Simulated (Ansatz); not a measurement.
Input file for Ansatz (an electronic-structure program): R-B3LYP/def2-TZVPPD on CH7ClSi (a complex), monomers drawn apart or pushed together. Files ending in .json are basis or fitting sets from the Basis Set Exchange.

Ansatz 0.2 input:
```yaml
crystal:
  periodic: [false, false, false]
  atoms:
    - {symbol: Cl, position_ang: [0.04391659, -0.22378811, -0.15161709]}
    - {symbol: H, position_ang: [-0.36988407, -0.71966928, 0.96291862]}
    - {symbol: C, position_ang: [0.79809458, 0.88412135, 4.96262694]}
    - {symbol: Si, position_ang: [-0.45502743, -0.42754395, 5.42346472]}
    - {symbol: H, position_ang: [1.12163247, 1.43277044, 5.84903527]}
    - {symbol: H, position_ang: [0.37440147, 1.59846007, 4.25524187]}
    - {symbol: H, position_ang: [1.67891360, 0.43684298, 4.49929339]}
    - {symbol: H, position_ang: [0.11638306, -1.41657394, 6.36688898]}
    - {symbol: H, position_ang: [-0.88708306, -1.17709915, 4.20925836]}
    - {symbol: H, position_ang: [-1.66958579, 0.16985639, 6.02552011]}
basis:
  gaussian:
    orbitals: def2-TZVPPD.json
hamiltonian:
  xc: {name: B3LYP}
scf: {lower_state_search: off}
```

Output:

```
Functional definition: B3LYP
[...]
these checks for a lower state are left out or cut short: stability, starts, cluster_reference, orbital_swaps, neighbouring_geometries, increment
integrals: 0.17 GiB planned
1236 factors; their error is unknown
mean field: 1.41 GiB planned
mean field evaluation 1: about -21547.8425 eV, gradient 5.3e1 eV
mean field evaluation 2: about -21544.1280 eV, gradient 6.0e1 eV
mean field evaluation 4: about -21554.1164 eV, gradient 1.5e0 eV
mean field evaluation 8: about -21554.1448 eV, gradient 6.1e-2 eV
mean field evaluation 16: about -21554.1448 eV, gradient 4.6e-6 eV
mean field -21554.14480692 eV, -792.1002117304 hartree, gradient 4.6e-6 eV, S^2 0.000000; 0 other end points of the search recorded, 0 dependent functions left out
reference -21554.14515603 eV, -792.1002245596 hartree; 22, 22 occupied and 233, 233 virtual orbitals, 1236 factors
Total energy: -21554.14515603 eV, -792.1002245596 hartree
Checks for a lower state left out: stability, starts, cluster_reference, orbital_swaps, neighbouring_geometries, increment
```

The calculation finished and met its thresholds.

Cost: roughly 6 core-seconds.
